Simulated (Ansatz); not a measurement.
Reaction (redistribution): `O[SiH](O)N[SiH2]F` + `FC[SiH](F)F` → `O[SiH](F)N[SiH2]F` + `OC[SiH](F)F`

Gas-phase electronic energies from Ansatz, PBE0-D4/def2-TZVP geometries. CCSD(T)/CBS adds triple-zeta CCSD(T) − MP2 to the extrapolated MP2 energy (def2 sets, frozen cores). Functionals use def2-TZVPP. B3LYP here is the variant with VWN-RPA as its local correlation; programs differ in this. One conformer a species, not always the lowest.

```
             level  ΔE (eV)
         r2SCAN-D4    -0.43
           ωB97M-V    -0.42
            r2SCAN    -0.44
             B3LYP    -0.44
     HF/def2-TZVPP    -0.44
   CCSD/def2-TZVPP    -0.46
SCS-MP2/def2-QZVPP    -0.48
    CCSD/CBS(def2)    -0.47
```

**Question.** What does CCSD(T)/CBS give? (Best estimate.)

**Answer.** Computed: -0.47 eV. The listed levels differ from it by 0.04, 0.05, 0.03, 0.03, 0.03, 0.01, -0.01, 0.00 eV.

Largest T1 diagnostic among the species: 0.012.
